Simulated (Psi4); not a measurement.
tetraarsenic (As4), singlet, at a GFN2-xTB geometry; CAM-B3LYP/cc-pVTZ run with Psi4 1.11.

Here is a job for Psi4.
```
memory 2 GB

molecule {
0 1
As   -0.98818600    0.08569794   -1.07294968
As    0.66338791    1.29259141    0.15556555
As    0.99228668   -1.01989496   -0.33205142
As   -0.66748859   -0.35839439    1.24943554
}

set {
  basis cc-pvtz
  guess sapgau
}

energy('cam-b3lyp')
print_variables()
```

The log (banner, timings and long lists left out):

```
   => Loading Basis Set <=

    Name: CC-PVTZ
    Role: ORBITAL
    Keyword: BASIS

         ---------------------------------------------------------
                                   SCF
               by Justin Turney, Rob Parrish, Andy Simmonett
                          and Daniel G. A. Smith
                              RKS Reference
         ---------------------------------------------------------

  ==> Geometry <==

    Molecular point group: c1
    Full point group: Td

    Geometry (in Angstrom), charge = 0, multiplicity = 1:

       Center              X                  Y                   Z               Mass
    ------------   -----------------  -----------------  -----------------  -----------------
         AS          -0.988186000000     0.085697940000    -1.072949677500    74.921594570000
         AS           0.663387910000     1.292591410000     0.155565552500    74.921594570000
         AS           0.992286680000    -1.019894960000    -0.332051417500    74.921594570000
         AS          -0.667488590000    -0.358394390000     1.249435542500    74.921594570000

  Running in c1 symmetry.

  Rotational constants: A =      0.03952  B =      0.03952  C =      0.03952 [cm^-1]
  Rotational constants: A =   1184.75342  B =   1184.75342  C =   1184.75341 [MHz]
  Nuclear repulsion = 1449.069294324695420

  Charge       = 0
  Multiplicity = 1
  Electrons    = 132
  Nalpha       = 66
  Nbeta        = 66

  ==> Algorithm <==

  SCF Algorithm Type is DF.
  DIIS enabled.
  MOM disabled.
  Fractional occupation disabled.
  Guess Type is SAPGAU.
  Energy threshold   = 1.00e-06
  Density threshold  = 1.00e-06
  Integral threshold = 1.00e-12

  ==> Primary Basis <==

  Basis Set: CC-PVTZ
    Blend: CC-PVTZ
    Number of shells: 60
    Number of basis functions: 172
    Number of Cartesian functions: 196
    Spherical Harmonics?: true
    Max angular momentum: 3

  ==> DFT Potential <==

   => LibXC <=

    Version 7.1.2
    S. Lehtola, C. Steigemann, M. J. T. Oliveira, and M. A. L. Marques,  SoftwareX 7, 1–5 (2018) (10.1016/j.softx.2017.11.002)

   => Composite Functional: CAM-B3LYP <=

    CAM-B3LYP Hyb-GGA Exchange-Correlation Functional

    T. Yanai, D. P. Tew, and N. C. Handy,  Chem. Phys. Lett. 393, 51 (2004) (10.1016/j.cplett.2004.06.011)

    Deriv               =              1
    GGA                 =           TRUE
    Meta                =          FALSE

    Exchange Hybrid     =           TRUE
    MP2 Hybrid          =          FALSE

   => Exchange Functionals <=

    0.3500         Becke 88 [omega = 0.3300]
    0.4600   Short-range recipe for B88 functional - erf [omega = 0.3300]

   => Exact (HF) Exchange <=

    0.4600            HF,LR [omega = 0.3300]
    0.1900               HF

   => Correlation Functionals <=

    0.1900   Vosko, Wilk & Nusair (VWN5)
    0.8100   Lee, Yang & Parr

   => LibXC Density Thresholds  <==

    XC_HYB_GGA_XC_CAM_B3LYP:  1.00E-14

   => Molecular Quadrature <=

    Radial Scheme          =       TREUTLER
    Pruning Scheme         =           NONE
    Nuclear Scheme         =       TREUTLER

    Blocking Scheme        =         OCTREE
    BS radius alpha        =              1
    Pruning alpha          =              1
    Radial Points          =             75
    Spherical Points       =            302
    Total Points           =          83478
    Total Blocks           =            702
    Max Points             =            254
    Max Functions          =            172
    Weights Tolerance      =       1.00E-15

   => Loading Basis Set <=

    Name: (CC-PVTZ AUX)
    Role: JKFIT
    Keyword: DF_BASIS_SCF

   => Loading Basis Set <=

    Name: SAP_HELFEM_LARGE
    Role: ORBITAL
    Keyword: SAPGAU_BASIS

  ==> Integral Setup <==

  SCF_SUBTYPE=INCORE selected. In-core MEM_DF algorithm will be used.
  Using in-core AOs.

  ==> MemDFJK: Density-Fitted J/K Matrices <==

    J tasked:                   Yes
    K tasked:                   Yes
    wK tasked:                  Yes
    Omega:                3.300E-01
    Algorithm:                 Core
    Schwarz Cutoff:           1E-12
    Mask sparsity (%):       0.0000
    Fitting Condition:        1E-10

   => Auxiliary Basis Set <=

  Basis Set: (CC-PVTZ AUX)
    Blend: CC-PVTZ-JKFIT
    Number of shells: 204
    Number of basis functions: 828
    Number of Cartesian functions: 1076
    Spherical Harmonics?: true
    Max angular momentum: 4

  Minimum eigenvalue in the overlap matrix is 1.8342473355E-03.
  Reciprocal condition number of the overlap matrix is 2.9545133767E-04.
    Using symmetric orthogonalization.

  ==> Pre-Iterations <==

  SCF Guess: Superposition of Atomic Potentials (doi:10.1021/acs.jctc.8b01089).
  Using error function fits of the atomic potentials (doi:10.1063/5.0004046).

   -------------------------------------------------------
    Irrep   Nso     Nmo     Nalpha   Nbeta   Ndocc  Nsocc
   -------------------------------------------------------
     A        172     172      66      66      66       0
   -------------------------------------------------------
    Total     172     172      66      66      66       0
   -------------------------------------------------------

  ==> Iterations <==

                           Total Energy        Delta E     RMS |[F,P]|

   @DF-RKS iter   1: -8943.22837857720697   -8.94323e+03   8.61604e-03 ADIIS/DIIS
   @DF-RKS iter   2: -8943.24253292494723   -1.41543e-02   7.38249e-03 ADIIS/DIIS
   @DF-RKS iter   3: -8944.23377709009037   -9.91244e-01   1.26424e-03 ADIIS/DIIS
   @DF-RKS iter   4: -8944.24917522621945   -1.53981e-02   4.30465e-04 ADIIS/DIIS
   @DF-RKS iter   5: -8944.25038077937643   -1.20555e-03   2.56332e-05 DIIS
   @DF-RKS iter   6: -8944.25042845263124   -4.76733e-05   6.62726e-06 DIIS
   @DF-RKS iter   7: -8944.25043229344374   -3.84081e-06   9.55165e-07 DIIS
   @DF-RKS iter   8: -8944.25043234740224   -5.39585e-08   8.05933e-08 DIIS
  Energy and wave function converged.

  ==> Post-Iterations <==

   Electrons on quadrature grid:
      Ntotal   =  131.9999806595 ; deviation = -1.934e-05

    Orbital Energies [Eh]
    ---------------------

    Doubly Occupied:

[...]
    Virtual:

[...]
     172A      3.357335

    Final Occupation by Irrep:
              A
    DOCC [    66 ]
    NA   [    66 ]
    NB   [    66 ]

  @DF-RKS Final Energy: -8944.25043234740224

   => Energetics <=

    Nuclear Repulsion Energy =           1449.0692943246954201
    One-Electron Energy =              -15352.9451624581070064
    Two-Electron Energy =                5219.7606889557082468
    DFT Exchange-Correlation Energy =    -260.1352531697006611
    Empirical Dispersion Energy =           0.0000000000000000
    VV10 Nonlocal Energy =                  0.0000000000000000
    Total Energy =                      -8944.2504323474040575

Computation Completed

Properties will be evaluated at   0.000000,   0.000000,   0.000000 [a0]

Properties computed using the SCF density matrix

 Multipole Moments:

 ------------------------------------------------------------------------------------
     Multipole            Electronic (a.u.)      Nuclear  (a.u.)        Total (a.u.)
 ------------------------------------------------------------------------------------

 L = 1.  Multiply by 2.5417464519 to convert [e a0] to [Debye]
 Dipole X            :          0.0000274           -0.0000000            0.0000274
 Dipole Y            :          0.0000225            0.0000000            0.0000225
 Dipole Z            :         -0.0000070            0.0000000           -0.0000070
 Magnitude           :                                                    0.0000361

 ------------------------------------------------------------------------------------

  Variable Map:
  ----------------------------------------------------------------------------
[...]
  Array Variable Map:
  ----------------------------------------------------------------------------
[...]
[...]
```
